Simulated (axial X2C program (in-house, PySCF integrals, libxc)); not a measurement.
Worked dissociation energy of LiGa⁺: HF, spin-free

Computed with an axial X2C code built on PySCF integrals. Spin-free means the one-electron spin-free X2C Hamiltonian. Basis: Ga dyall-cv3z [9s9p7d4f1g], Li dyall-cv3z [7s8p2d] (cores contracted in-house); Gaussian nuclei, density fitting, unrestricted open shells. Masses: Ga 68.926 u, Li 7.016 u.

Molecular state: M_S = 1/2, Λ = 0 (beyond evenly filled blocks: σα).

| Property | Result |
| --- | --- |
| E(Ga) (2M_S = 1, M_L = 0) | -1942.231739 hartree |
| E(Li+) (2M_S = 0, M_L = 0) | -7.237072 hartree |
| E(LiGa⁺) at Re | -1949.513154 hartree |
| ωe | 203.2 cm⁻¹ |
| ωexe | 0.953 cm⁻¹ |

(1) Work out De and D0.

One determinant describes the state; a PBE0 search over occupations chose it and may have missed a lower one. Dissociation energies refer to the lowest single-determinant-based atoms at the same level and basis. Spin-free De lacks the spin–orbit lowering of the heavy p-block atom, a tenth of an eV or more for 4p and 5p, up to an eV for 6p and one to two eV for 7p atoms, less what an open-shell molecule gains itself.

Hartree–Fock lacks correlation and underbinds, often by eV.

Each atomic determinant is the lowest at this level and need not be a pure term. Totals compare only within one Hamiltonian and basis.

## Answers

(1) De = -1942.231739 + (-7.237072) − (-1949.513154) = 0.04434 hartree = 1.207 eV. The zero-point energy is ωe/2 − ωexe/4 = 101 cm⁻¹ = 0.013 eV, so D0 = 1.194 eV.
